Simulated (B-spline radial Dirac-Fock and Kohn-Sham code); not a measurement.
# Relativistic shifts of the levels of Os⁶²⁺

System: osmium as Os⁶²⁺ in the configuration [Ne] 3s2 3p2.

Both columns are ΔSCF binding energies of the configuration average from a radial finite-basis atomic code: non-relativistic Hartree-Fock with a point nucleus, and Dirac-Fock with a finite nucleus and the Coulomb interaction alone, averaged over the two j levels with weights 2j+1.

```tsv
shell	Hartree-Fock (eV)	Dirac-Fock (eV)	shift (eV)	shift (%)
1s	72968.0	79478.5	+6510.57	+8.92
2s	16139.8	17982.4	+1842.52	+11.42
2p	15718.4	16399.7	+681.36	+4.33
3s	6660.1	7233.1	+573.04	+8.60
3p	6522.0	6782.6	+260.58	+4.00
```

Relativity binds 1s, 2s, 2p, 3s, 3p more strongly, among those listed most of all 2s in relative terms.

Values without a named source are computed, but for edge energies of neutral atoms, which are taken from tables.
